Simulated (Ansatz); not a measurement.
`B[C](=C)[AlH2]` + `NB(O)F` → `OB(F)[NH][AlH2]` + `BC=C`  (ligand exchange at the Al–C bond)

Program: Ansatz. Geometries: PBE0-D4/def2-TZVP. ΔE: electronic, gas phase. CCSD(T)/CBS is the MP2 limit (def2-TZVPP, def2-QZVPP) plus CCSD(T) − MP2 in def2-TZVPP, frozen cores. DFT in def2-TZVPP. One conformer a species, not always the lowest.

| level | ΔE (kJ/mol) |
| --- | --- |
| r2SCAN0-D4 | -103.1 |
| PBE-QIDH | -100.7 |
| MP2/def2-TZVPP | -103.7 |
| MP2/CBS(def2) | -102.2 |

Task: What does CCSD(T)/CBS give? (An estimate is asked.)

Result: The calculation gave: -102.6 kJ/mol. The listed levels differ from it by -0.5, 1.9, -1.1, 0.4 kJ/mol.

Task: What do rigid-rotor, harmonic-oscillator terms from PBE0-D4/def2-TZVP frequencies (298.15 K, 1 bar) make of the CCSD(T)/CBS value? (An estimate is asked.)

Result: The calculation gave: ΔZPE = +3.0 kJ/mol, ΔH = -101.2 kJ/mol, ΔS = -18 J/(mol·K), ΔG = -96.0 kJ/mol.

Largest T1 diagnostic among the species: 0.012.

At CCSD(T), def2-SVP lies −5.9 kJ/mol from the extrapolated value and def2-TZVPP −1.4 kJ/mol. In def2-TZVPP, CCSD(T) changes the Hartree–Fock value by +3.4 kJ/mol (the triples alone add +1.1 kJ/mol) and MP2 by +3.8 kJ/mol.
